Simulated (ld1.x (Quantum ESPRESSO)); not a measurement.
**hafnium: excitation energies, all-electron against TM**

| Property | Result |
| --- | --- |
| Element | Hf |
| Generator | ld1.x (Quantum ESPRESSO) 7.5 |
| Type | norm-conserving Troullier–Martins (Kleinman–Bylander form) |
| Functional | PBE |
| Relativity | non-relativistic |
| Frozen core | [Xe] 4f14 |
| Valence charge | 4 |
| Reference configuration | 5d1 6s0 6p0 (charge +3) |
| Partial waves | 6p (bound, empty): rc 3.15 bohr; 5d (bound): rc 2.80 bohr; 5f channel at 0.05 Ry: rc 2.50 bohr; 6s (bound, empty): rc 2.65 bohr |
| Local potential | the s channel |
| Core correction | none |

Energies are relative to the spin-unpolarised reference configuration 5d1 6s0 6p0; without spin polarisation the order of configurations can differ from experiment.

```json
{"valence configuration": "5d2 6s2 6p0", "charge": "0", "ΔE all-electron (eV)": "-42.354", "error AE − PS (meV)": "+1196"}
{"valence configuration": "5d2 6s1 6p0", "charge": "+1", "ΔE all-electron (eV)": "-35.293", "error AE − PS (meV)": "+724"}
{"valence configuration": "5d2 6s0 6p0", "charge": "+2", "ΔE all-electron (eV)": "-22.490", "error AE − PS (meV)": "+234"}
{"valence configuration": "5d3 6s0 6p0", "charge": "+1", "ΔE all-electron (eV)": "-35.086", "error AE − PS (meV)": "+561"}
{"valence configuration": "5d2.5 6s1.5 6p0", "charge": "0", "ΔE all-electron (eV)": "-41.925", "error AE − PS (meV)": "+1085"}
{"valence configuration": "5d2 6s0 6p1", "charge": "+1", "ΔE all-electron (eV)": "-31.690", "error AE − PS (meV)": "+559"}
```

Task: What are ΔE and the potential's error for 5d1 6s2 6p1?

Result: ΔE = -39.295 eV all-electron; the error (AE − PS) is +1293 meV.

Levels in the configuration 5d1 6s2 6p1:

| level | all-electron (eV) | pseudo (eV) |
| --- | --- | --- |
| 5d | -6.372 | -6.310 |
| 6s | -5.787 | -6.152 |
| 6p | -2.425 | -2.585 |
